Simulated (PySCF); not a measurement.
## Electronic structure of In⁺ (indium, charge +1) at the UHF level

Configuration: [Kr] 4d10 5s2, closed-shell 1S. Calculation: PySCF 2.14, in aug-cc-pwCVTZ-PP with ECP28MDF; a scalar-relativistic core potential.

```json
{
  "Total energy": "-189.018784 hartree",
  "One-electron energy": "-329.2703 hartree",
  "Hartree (Coulomb) energy": "155.8915 hartree",
  "Exchange energy": "-15.6400 hartree",
  "⟨S²⟩": "0.0000",
  "⟨L²⟩": "0.000",
  "Sum of ⟨r⟩": "24.29 bohr",
  "Sum of ⟨r²⟩": "38.86 bohr²"
}
```

```csv
shell,electrons,mean orbital energy (hartree),"rms radius, mean of both spins (bohr)"
4s,2,-5.64573,0.912
4p,6,-3.89789,0.996
4d,10,-1.28184,1.27
5s,2,-0.63504,2.76
```

Energies and moments cover only the electrons outside the core potential.
